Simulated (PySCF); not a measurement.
Members of one series of related molecules.

All values: PBE0/pcSseg-1 (PySCF) at GFN2-xTB geometries, gas phase, one conformer each.

(1) Rank by HOMO–LUMO gap, lowest first.
A. `C=C/C(C)=C(/C)CN`
B. `C=C[C@@H](C)[C@H](C)CN`
C. `C=C1[C@@H](C)[C@H](C)[C@@H]1N`
D. `C=CC[C@@H](C)[C@H](C)CN`
E. `C[C@@H]1C=CC[C@@H]1CN`
F. `C=C[SiH2][C@@H](C)[C@@H](C)CN`

(2) Rank by dipole moment, lowest first.
A. `[CH2:1]=[CH:2][C@@H:3]([CH2:4][F:5])[C@H:6]([CH3:7])[CH2:8][NH2:9]` with C1–C2–C3–C4 131°, C2–C3–C4–F5 59°, C2–C3–C6–C7 -59°, C3–C6–C8–N9 -49°, C6–C8–N9–H 178° and -64°
B. `[CH2:1]=[CH:2][CH2:3][C@@H:4]([CH3:5])[C@H:6]([CH3:7])[CH2:8][NH2:9]` with C1–C2–C3–C4 107°, C2–C3–C4–C5 66°, C3–C4–C6–C7 -69°, C4–C6–C8–N9 -168°, C6–C8–N9–H 63° and -178°
C. `[CH2:1]=[CH:2][SiH2:3][C@@H:4]([CH3:5])[C@@H:6]([CH3:7])[CH2:8][NH2:9]` with C1–C2–Si3–C4 123°, C2–Si3–C4–C5 179°, Si3–C4–C6–C7 -48°, C4–C6–C8–N9 57°, C6–C8–N9–H 64° and -178°
D. `[CH2:1]=[C:2]1[C@@H:3]([CH3:4])[C@H:5]([CH3:6])[C@@H:7]1[NH2:8]` with C5–C7–N8–H -55° and 65°
E. `[CH2:1]=[CH:2]/[C:3]([CH3:4])=[C:5](/[CH3:6])[CH2:7][NH2:8]` with C1–C2–C3–C4 -26°, C3–C5–C7–N8 125°, C5–C7–N8–H -62° and 179°
F. `[CH2:1]=[CH:2][C@@H:3]([CH3:4])[C@H:5]([CH3:6])[CH2:7][NH2:8]` with C1–C2–C3–C4 114°, C2–C3–C5–C6 -178°, C3–C5–C7–N8 -175°, C5–C7–N8–H -177° and 64°

## Answers

(1) A (5.77 eV), F (6.58 eV), C (6.75 eV), B (7.07 eV), D (7.21 eV), E (7.40 eV).

(2) E (0.85 D), F (1.11 D), B (1.27 D), D (1.53 D), C (2.07 D), A (2.55 D).

All values together:

```csv
SMILES,change,formula,μ (D),HOMO (eV),LUMO (eV),lowest IAO charge (e),highest IAO charge (e),lowest Hirshfeld charge (e),highest Hirshfeld charge (e)
C=C[C@@H](C)[C@H](C)CN,parent,C7H15N,1.11,-6.59,0.49,-0.578 (N),+0.243 (H),-0.228 (N),+0.109 (H)
C[C@@H]1C=CC[C@@H]1CN,ring closed by a new C-C bond,C7H13N,1.41,-6.70,0.71,-0.578 (N),+0.242 (H),-0.235 (N),+0.109 (H)
C=C[C@@H](C)C1CNC1,ring closed by a new N-C bond,C7H13N,1.23,-6.26,0.41,-0.435 (N),+0.236 (H),-0.189 (N),+0.106 (H)
C=C/C(C)=C(/C)CN,C-C bond made double,C7H13N,0.85,-6.24,-0.47,-0.579 (N),+0.243 (H),-0.230 (N),+0.110 (H)
C=C[SiH2][C@@H](C)[C@@H](C)CN,SiH2 inserted into a C-C bond,C7H17NSi,2.07,-6.74,-0.16,-0.577 (N),+0.728 (Si),-0.225 (N),+0.330 (Si)
C=C[C@@H](OC)[C@@H](C)CN,O inserted into a C-C bond,C7H15NO,1.26,-6.55,0.19,-0.580 (N),+0.243 (H),-0.231 (N),+0.109 (H)
C=CC[C@@H](C)[C@H](C)CN,CH2 inserted into a C-C bond,C8H17N,1.27,-6.73,0.48,-0.577 (N),+0.243 (H),-0.229 (N),+0.110 (H)
C=C1[C@@H](C)[C@H](C)[C@@H]1N,ring closed by a new C-C bond,C7H13N,1.53,-6.58,0.17,-0.562 (N),+0.242 (H),-0.234 (N),+0.109 (H)
C=C[C@@H](CF)[C@H](C)CN,H on C replaced by F,C7H14FN,2.55,-6.92,0.42,-0.582 (N),+0.246 (H),-0.226 (N),+0.112 (H)
C=C[C@@H](C)CCN,terminal C group replaced by H,C6H13N,1.32,-6.65,0.50,-0.578 (N),+0.242 (H),-0.243 (N),+0.108 (H)
C=C[C@@H](C)[C@@H](C)CCN,CH2 inserted into a C-N bond,C8H17N,1.22,-6.69,0.50,-0.578 (N),+0.241 (H),-0.242 (N),+0.107 (H)
```

Conformers: `[CH2:1]=[CH:2][C@@H:3]([CH3:4])[C@H:5]([CH3:6])[CH2:7][NH2:8]` with C1–C2–C3–C4 114°, C2–C3–C5–C6 -178°, C3–C5–C7–N8 -175°, C5–C7–N8–H -177° and 64°; `[CH3:1][C@@H:2]1[CH:3]=[CH:4][CH2:5][C@@H:6]1[CH2:7][NH2:8]` with C5–C6–C7–N8 60°, C6–C7–N8–H 180° and 61°, C1–C2–C3–C4 -106°, C3–C4–C5–C6 -13°, C4–C5–C6–C7 149°, C1–C2–C6–C5 95°; `[CH2:1]=[CH:2][C@@H:3]([CH3:4])[CH:5]1[CH2:6][NH:7][CH2:8]1` with C1–C2–C3–C4 119°, C2–C3–C5–C6 169°, C3–C5–C6–N7 -132°, C5–C6–N7–C8 14°, C6–N7–C8–C5 -14°, C3–C5–C8–N7 133°; `[CH2:1]=[CH:2]/[C:3]([CH3:4])=[C:5](/[CH3:6])[CH2:7][NH2:8]` with C1–C2–C3–C4 -26°, C3–C5–C7–N8 125°, C5–C7–N8–H -62° and 179°; `[CH2:1]=[CH:2][SiH2:3][C@@H:4]([CH3:5])[C@@H:6]([CH3:7])[CH2:8][NH2:9]` with C1–C2–Si3–C4 123°, C2–Si3–C4–C5 179°, Si3–C4–C6–C7 -48°, C4–C6–C8–N9 57°, C6–C8–N9–H 64° and -178°; `[CH2:1]=[CH:2][C@@H:3]([O:4][CH3:5])[C@@H:6]([CH3:7])[CH2:8][NH2:9]` with C1–C2–C3–O4 123°, C2–C3–O4–C5 -69°, C2–C3–C6–C7 56°, C3–C6–C8–N9 173°, C6–C8–N9–H -63° and 179°; `[CH2:1]=[CH:2][CH2:3][C@@H:4]([CH3:5])[C@H:6]([CH3:7])[CH2:8][NH2:9]` with C1–C2–C3–C4 107°, C2–C3–C4–C5 66°, C3–C4–C6–C7 -69°, C4–C6–C8–N9 -168°, C6–C8–N9–H 63° and -178°; `[CH2:1]=[C:2]1[C@@H:3]([CH3:4])[C@H:5]([CH3:6])[C@@H:7]1[NH2:8]` with C5–C7–N8–H -55° and 65°; `[CH2:1]=[CH:2][C@@H:3]([CH2:4][F:5])[C@H:6]([CH3:7])[CH2:8][NH2:9]` with C1–C2–C3–C4 131°, C2–C3–C4–F5 59°, C2–C3–C6–C7 -59°, C3–C6–C8–N9 -49°, C6–C8–N9–H 178° and -64°; `[CH2:1]=[CH:2][C@@H:3]([CH3:4])[CH2:5][CH2:6][NH2:7]` with C1–C2–C3–C4 115°, C2–C3–C5–C6 62°, C3–C5–C6–N7 -177°, C5–C6–N7–H -63° and 178°; `[CH2:1]=[CH:2][C@@H:3]([CH3:4])[C@@H:5]([CH3:6])[CH2:7][CH2:8][NH2:9]` with C1–C2–C3–C4 114°, C2–C3–C5–C6 57°, C3–C5–C7–C8 -58°, C5–C7–C8–N9 -172°, C7–C8–N9–H -62° and 180°.

Give the shifts from the parent, `C=C[C@@H](C)[C@H](C)CN`.

| SMILES | change in μ (D) | change in HOMO (eV) | change in LUMO (eV) |
| --- | --- | --- | --- |
| C[C@@H]1C=CC[C@@H]1CN | +0.30 | -0.11 | +0.22 |
| C=C[C@@H](C)C1CNC1 | +0.12 | +0.33 | -0.08 |
| C=C/C(C)=C(/C)CN | -0.26 | +0.35 | -0.96 |
| C=C[SiH2][C@@H](C)[C@@H](C)CN | +0.96 | -0.15 | -0.65 |
| C=C[C@@H](OC)[C@@H](C)CN | +0.15 | +0.04 | -0.30 |
| C=CC[C@@H](C)[C@H](C)CN | +0.16 | -0.14 | -0.01 |
| C=C1[C@@H](C)[C@H](C)[C@@H]1N | +0.42 | +0.01 | -0.32 |
| C=C[C@@H](CF)[C@H](C)CN | +1.44 | -0.33 | -0.07 |
| C=C[C@@H](C)CCN | +0.21 | -0.06 | +0.01 |
| C=C[C@@H](C)[C@@H](C)CCN | +0.11 | -0.10 | +0.01 |
